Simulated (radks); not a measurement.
Task: All-electron atom: the praseodymium ion Pr24+ in [Ar] 3d10 4s2 4p5. Calculated with a radial shooting solver on a logarithmic mesh with Libxc functionals: scalar-relativistic Kohn-Sham, exchange-only LDA, spin-polarised, spherical densities, point nucleus; open shells are filled with parallel spins first (spin-orbit coupling, left out, can overturn this in heavy ions). Some entries of the table are withheld. Estimate them.

orbital  occ.  eigenvalue (hartree)  <r^2> (bohr^2)
1s up       1             -1562.464       0.0007907
1s down     1             -1562.441       0.0007907
2s up       1             -274.1279         0.01253
2s down     1             -274.1126         0.01252
2p up       3             -248.3006        0.009990
2p down     3             -248.2798        0.009990
3s up       1             -79.12762         0.08333
3s down     1             -79.10256         0.08329
3p up       3             -70.94194         0.08285
3p down     3             -70.91466         0.08280
3d up       5             -59.60044             (1)
3d down     5             -59.57483             (2)
4s up       1             -33.52653          0.3634
4s down     1             -33.42439          0.3635
4p up       3             -30.56460          0.3872
4p down     2             -30.46324          0.3875

Result: 
(1) 3d up <r^2> (bohr^2): 0.06953
(2) 3d down <r^2> (bohr^2): 0.06948
